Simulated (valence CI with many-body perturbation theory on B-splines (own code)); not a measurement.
# Ho43+: E2, M1 decay

Level of theory: relativistic CI+MBPT: six valence electrons over a frozen Dirac-Fock core [Ar], radial functions for each j: 7 s, 7 p, 8 d, 6 f, 4 g, 1 h, with the one-electron correlation potential Σ1 (screened to all orders), the two-electron term Σ2, the three-electron term Σ3, Breit, model QED; selected single and double excitations, second order for the rest, scaled by the run's own slope (own B-spline code, finite nucleus).

No measured spectrum was set against this ion. As an estimate, large intervals hold to a few tenths of a per cent, small ones and those within an open d or f shell to about a per cent. Core correlation moves these levels by up to 11000 cm⁻¹, and in measured spectra 5 to 20 % of such shifts remained as error; rates that hang on mixing are uncertain with them. Among the levels kept, up to 1000 cm⁻¹ of a level comes from second order outside the variational space, and about a tenth of that is noise between levels of different J, which matters for small intervals. Only levels of the ground parity were solved; by the run's estimate the other parity begins above the list, which can be wrong where configurations are misplaced.

Lines 1 to 50 of 114 in falling wavelength, among levels below 188.81 eV, chosen from the decays that carry over 1 % of a level's rate. Wavelengths and rates use the calculated energies. Electric multipoles are in the length gauge with retardation, E1 and E2 with the static RPA response of the core. M1 uses the relativistic operator with retardation. Weak lines are less certain than strong ones. Lines between different terms over intervals too small for the method are left out, as are lines whose strength nearly cancels. The highest levels of a list are the least certain.

Levels are named by their leading jj configuration (3d3/2^4 stands for four electrons in 3d with j = 3/2), which in mixed levels can hold well under half, so a name can repeat and another be missing. Letters in brackets count levels of one name in rising energy.

```tsv
λ vac (Å)	Upper	Lower	Type	A (s⁻¹)	Branch %
1903	(3d3/2^4 3d5/2^2) J=2	(3d3/2^4 3d5/2^2) J=4	E2	1.25e-02	100.0
1094	(3d3/2^3 3d5/2^3) J=2 [b]	(3d3/2^3 3d5/2^3) J=3 [b]	M1	4.87e+03	3.1
1088	(3d3/2^3 3d5/2^3) J=4 [b]	(3d3/2^3 3d5/2^3) J=3 [b]	M1	2.22e+03	7.1
993.4	(3d3/2^3 3d5/2^3) J=2 [b]	(3d3/2^3 3d5/2^3) J=2 [a]	M1	1.81e+03	1.1
911.3	(3d3/2^3 3d5/2^3) J=3 [b]	(3d3/2^3 3d5/2^3) J=4 [a]	M1	4.87e+03	1.4
878.0	(3d3/2^4 3d5/2^2) J=0	(3d3/2^4 3d5/2^2) J=2	E2	1.99e+00	100.0
797.6	(3d3/2^3 3d5/2^3) J=3 [c]	(3d3/2^3 3d5/2^3) J=2 [a]	M1	4.98e+03	2.0
787.0	(3d3/2^3 3d5/2^3) J=3 [b]	(3d3/2^3 3d5/2^3) J=3 [a]	M1	1.04e+04	2.9
770.1	(3d3/2^2 3d5/2^4) J=0 [b]	(3d3/2 3d5/2^5) J=1	M1	1.86e+04	1.5
684.3	(3d3/2^3 3d5/2^3) J=4 [b]	(3d3/2^3 3d5/2^3) J=5	M1	5.13e+03	16.3
619.3	(3d3/2^2 3d5/2^4) J=2 [d]	(3d3/2^2 3d5/2^4) J=2 [c]	M1	1.10e+04	1.3
610.9	(3d3/2^3 3d5/2^3) J=1 [a]	(3d3/2^4 3d5/2^2) J=0	M1	5.85e+04	7.8
602.2	(3d3/2^3 3d5/2^3) J=0	(3d3/2^3 3d5/2^3) J=1 [a]	M1	4.81e+04	98.1
539.8	(3d3/2^3 3d5/2^3) J=2 [b]	(3d3/2^3 3d5/2^3) J=1 [a]	M1	6.54e+03	4.1
524.3	(3d3/2^3 3d5/2^3) J=1 [b]	(3d3/2^3 3d5/2^3) J=1 [a]	M1	2.36e+04	6.4
511.5	(3d3/2^2 3d5/2^4) J=3 [a]	(3d3/2^3 3d5/2^3) J=2 [b]	M1	2.56e+04	2.0
505.9	(3d3/2^2 3d5/2^4) J=5	(3d3/2^3 3d5/2^3) J=4 [b]	M1	6.08e+04	7.9
505.0	(3d3/2^2 3d5/2^4) J=4 [c]	(3d3/2^2 3d5/2^4) J=5	M1	1.28e+04	1.5
495.9	(3d3/2^3 3d5/2^3) J=4 [b]	(3d3/2^3 3d5/2^3) J=4 [a]	M1	1.40e+04	44.5
463.4	(3d3/2^2 3d5/2^4) J=2 [a]	(3d3/2^3 3d5/2^3) J=3 [b]	M1	1.92e+04	1.2
457.8	(3d3/2^3 3d5/2^3) J=2 [b]	(3d3/2^3 3d5/2^3) J=3 [a]	M1	5.65e+04	35.7
441.2	(3d3/2^2 3d5/2^4) J=4 [c]	(3d3/2^2 3d5/2^4) J=4 [a]	M1	1.66e+04	1.9
413.2	(3d3/2^2 3d5/2^4) J=3 [b]	(3d3/2^3 3d5/2^3) J=4 [b]	M1	1.35e+05	15.7
412.3	(3d3/2^2 3d5/2^4) J=3 [b]	(3d3/2^3 3d5/2^3) J=2 [b]	M1	2.65e+04	3.1
409.2	(3d3/2^3 3d5/2^3) J=3 [a]	(3d3/2^4 3d5/2^2) J=2	M1	1.52e+05	21.4
389.8	(3d3/2^2 3d5/2^4) J=4 [b]	(3d3/2^3 3d5/2^3) J=3 [c]	M1	2.94e+04	4.2
383.5	(3d3/2 3d5/2^5) J=3	(3d3/2^2 3d5/2^4) J=4 [c]	M1	1.56e+05	8.5
383.2	(3d3/2^2 3d5/2^4) J=4 [a]	(3d3/2^3 3d5/2^3) J=3 [b]	M1	3.67e+04	2.6
380.5	(3d3/2^2 3d5/2^4) J=1	(3d3/2^3 3d5/2^3) J=1 [b]	M1	1.64e+05	15.6
372.7	(3d3/2^2 3d5/2^4) J=1	(3d3/2^3 3d5/2^3) J=2 [b]	M1	1.28e+05	12.2
361.8	(3d3/2 3d5/2^5) J=2	(3d3/2^2 3d5/2^4) J=2 [c]	M1	7.20e+04	3.6
360.3	(3d3/2^3 3d5/2^3) J=1 [a]	(3d3/2^4 3d5/2^2) J=2	M1	6.90e+05	92.2
354.1	(3d3/2^2 3d5/2^4) J=2 [b]	(3d3/2^3 3d5/2^3) J=1 [b]	M1	1.69e+04	2.0
348.6	(3d3/2^2 3d5/2^4) J=3 [a]	(3d3/2^3 3d5/2^3) J=3 [b]	M1	4.71e+04	3.7
347.8	(3d3/2^2 3d5/2^4) J=1	(3d3/2^3 3d5/2^3) J=0	M1	2.05e+05	19.5
347.3	(3d3/2^2 3d5/2^4) J=2 [b]	(3d3/2^3 3d5/2^3) J=2 [b]	M1	4.36e+04	5.2
344.7	(3d3/2 3d5/2^5) J=3	(3d3/2^2 3d5/2^4) J=2 [c]	M1	2.65e+05	14.4
337.7	(3d3/2^2 3d5/2^4) J=3 [a]	(3d3/2^3 3d5/2^3) J=2 [a]	M1	1.70e+05	13.2
336.8	(3d3/2^3 3d5/2^3) J=3 [a]	(3d3/2^4 3d5/2^2) J=4	M1	5.57e+05	78.6
322.9	(3d3/2^2 3d5/2^4) J=2 [a]	(3d3/2^3 3d5/2^3) J=1 [a]	M1	3.56e+05	21.5
318.2	(3d3/2^3 3d5/2^3) J=4 [a]	(3d3/2^4 3d5/2^2) J=4	M1	6.76e+05	100.0
317.3	(3d3/2^2 3d5/2^4) J=4 [a]	(3d3/2^3 3d5/2^3) J=5	M1	2.19e+05	15.5
300.4	(3d3/2^2 3d5/2^4) J=2 [d]	(3d3/2^2 3d5/2^4) J=3 [a]	M1	1.38e+04	1.6
300.2	(3d3/2^2 3d5/2^4) J=0 [a]	(3d3/2^3 3d5/2^3) J=1 [a]	M1	1.85e+06	99.2
299.5	(3d3/2^2 3d5/2^4) J=3 [b]	(3d3/2^3 3d5/2^3) J=3 [b]	M1	3.64e+05	42.4
292.2	(3d3/2^2 3d5/2^4) J=2 [c]	(3d3/2^3 3d5/2^3) J=3 [c]	M1	3.74e+05	29.3
291.6	(3d3/2^2 3d5/2^4) J=2 [a]	(3d3/2^3 3d5/2^3) J=3 [a]	M1	1.26e+06	76.4
291.4	(3d3/2^2 3d5/2^4) J=3 [b]	(3d3/2^3 3d5/2^3) J=2 [a]	M1	2.18e+05	25.3
291.0	(3d3/2^2 3d5/2^4) J=5	(3d3/2^3 3d5/2^3) J=6	M1	4.42e+05	57.8
290.9	(3d3/2^2 3d5/2^4) J=5	(3d3/2^3 3d5/2^3) J=5	M1	2.18e+05	28.5
```
